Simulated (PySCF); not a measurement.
Coordinates in bohr (charge 0 multiplicity 2):
```
As    0.0000    0.0000   -0.0531
H     2.0523    0.0000    1.9739
H    -2.0523    0.0000    1.9739
```

These are results of PySCF, UPBE0, basis As def2-TZVP, H def2-TZVP (no relativity, density fitting), not measurements.

This geometry of AsH2 is a stationary point at this level.

Question: What is the point group?

Answer: C2v.

Question: Is it a minimum?

Answer: Yes: all harmonic wavenumbers are real.

Question: List the harmonic modes with their infrared intensities.

Answer: 
| symmetry | ω (cm⁻¹) | IR (km/mol) | type |
| --- | --- | --- | --- |
| a1 | 1005 | 15.7 | bend |
| a1 | 2196 | 93.7 | stretch |
| b2 | 2209 | 110 | stretch |

Question: Give the ideal-gas entropy at 298.15 K and 1 bar by parts.

Answer: translation 163.0, rotation 56.1, vibration 0.4, spin 5.8; total 225.3 J/(mol K).

In C2v the vibrations span 2a1 + b2. Here b1 is antisymmetric to the molecular plane and b2 lies in it.

Other isomers or separated fragments may lie lower.
